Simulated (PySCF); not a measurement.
Be(NH2)(NMe2) (C2H8BeN2), SMILES C[N](C)[Be][NH2]. Heavy atoms are numbered as in [Be:1]([NH2:2])[N:5]([CH3:6])[CH3:7]. Hydrogens are named by the atom that carries them.

Geometry: PBE0-D3(BJ)/def2-SVP. The values are those of a single conformer.

Method: PBE/pcSseg-1 (PySCF).

GIAO shieldings, no solvent; atoms alike by connectivity are averaged. δ = σ(ref) − σ: ¹⁵N against NH3 (σ = 267.0 ppm); ¹H against TMS (σ = 31.49 ppm); ¹³C against TMS (σ = 182.0 ppm), references at their B3LYP-D3(BJ)/def2-TZVP geometries, non-relativistic.

| nucleus | atoms | count | δ (ppm) |
|---|---|---|---|
| ¹⁵N | N5 | 1 | 64.2 |
| ¹⁵N | N2 (NH2) | 1 | 22.1 |
| ¹H | H on C6 | 6 | 2.99 |
| ¹H | H on N2 | 2 | 0.83 |
| ¹³C | C6 (CH3) | 2 | 45.4 |
